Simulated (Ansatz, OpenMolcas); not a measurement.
# Worked example: vertical energy of the triplet above the singlet of ICl (iodine monochloride)

ICl has 2 atoms, charge 0, and is taken as a singlet. SMILES: `ClI`. Geometry: relaxed at PBE0-D4/def2-TZVP.

| atom | x (Å) | y (Å) | z (Å) |
| --- | --- | --- | --- |
| Cl | 0.0000 | 0.0000 | -0.0026 |
| I | 0.0000 | 0.0000 | 2.3091 |

Both states at this one shape; open shells run unrestricted unless said. 1 Eh = 27.2114 eV.

| level | program | singlet ICl (Eh) | triplet ICl (Eh) |
| --- | --- | --- | --- |
| SVWN5/STO-3G | Ansatz | -7300.365891 | -7300.264418 |
| M06-L/def2-TZVP (core potential) | OpenMolcas | -758.081682 | -758.001790 |

Problem. Work out the vertical gap, second state less first, at each level.

Solution. 
1. SVWN5/STO-3G: -7300.264418 − (-7300.365891) = 0.101473 Eh = 2.76 eV.
2. M06-L/def2-TZVP (core potential): -758.001790 − (-758.081682) = 0.079892 Eh = 2.17 eV.

No measured value is set beside it here; the levels span 2.17 to 2.76 eV. Spin-orbit coupling, which splits open shells on such heavy atoms by tenths of an eV, is left out. Minimal sets are far from the basis-set limit. All-electron rows are non-relativistic unless named.
